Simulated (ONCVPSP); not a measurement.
# Se: variants of one ONCV potential

Base potential:

- Element: Se
- Generator: ONCVPSP 4.0.1
- Type: optimised norm-conserving Vanderbilt (ONCV)
- Functional: LDA (Perdew-Wang 92)
- Relativity: scalar-relativistic
- Frozen core: [Ar]
- Valence charge: 16
- Reference configuration: 3d10 4s2 4p4
- Partial waves: 4s: rc 1.25 bohr, ncon 5, nbas 9, qcut 5.3 1/bohr, 2 projectors, debl 2.8 Ha; 4p: rc 1.75 bohr, ncon 3, nbas 8, qcut 5.1 1/bohr, 1 projector; 3d: rc 1.20 bohr, ncon 3, nbas 8, qcut 15.9 1/bohr, 2 projectors, debl 1.4 Ha
- Local potential: polynomial inside 0.80 bohr (lpopt 5, dvloc0 0 Ha)
- Core correction: Teter function, fcfact 4, rcfact 1.55

In the d channel the program set the typed energies aside and used -1.962, 0.250 Ha.

Cutoffs, loose and tight: the cutoffs (Ha) at which the residual kinetic energy of the hardest occupied pseudo-wave falls to 1 and 0.1 mHa per electron. They do not see the model core or the augmentation charge, which bear on the density cutoff. Test errors are all-electron minus pseudo excitation energies from the reference, over the configurations 3d10 4s2 4p3; 3d10 4s2 4p2; 3d10 4s2 4p1; 3d9 4s2 4p5. A dash means not determined; rows that change the core or the reference have their own tests. The largest error is taken over the tests solved by every variant that gives reliable tests at all: 3d10 4s2 4p1; 3d10 4s2 4p2; 3d10 4s2 4p3.

A true bound ghost makes a file unfit for plane-wave use even where its test errors are small: the radial tests pick states by their node count and pass the ghost by.

| change | outcome | cutoff, loose | cutoff, tight | bound ghosts | GHOST(+) flags above zero | largest test error (meV) |
| --- | --- | --- | --- | --- | --- | --- |
| base | generated, projector energies reset by the program | 130 Ha | 151 Ha | s | s, p | +127 |
| local potential polynomial inside 1.05 bohr (lpopt 5, dvloc0 0 Ha) | generated, projector energies reset by the program | 130 Ha | 151 Ha | s | s | +31 |
| core correction Teter function, fcfact 4, rcfact 1.78 | generated, projector energies reset by the program | 130 Ha | 151 Ha | s | s, p | +126 |
| core correction polynomial model core, fcfact 0.2 | generated, projector energies reset by the program | 130 Ha | 151 Ha | s | s, p | +114 |
| reference 3d10 4s2 4p2 | generated, projector energies reset by the program | 131 Ha | 151 Ha | s, p | s | +449 over the solved tests; 1 of 4 tests not solved or not reliable |
| s: qcut 4.5; p: qcut 4.4; d: qcut 13.6 | generated, projector energies reset by the program | 131 Ha | 151 Ha | s | s, p | +142 |
| functional PBEsol | generated, projector energies reset by the program | 129 Ha | 150 Ha | s | s, p | +116 |
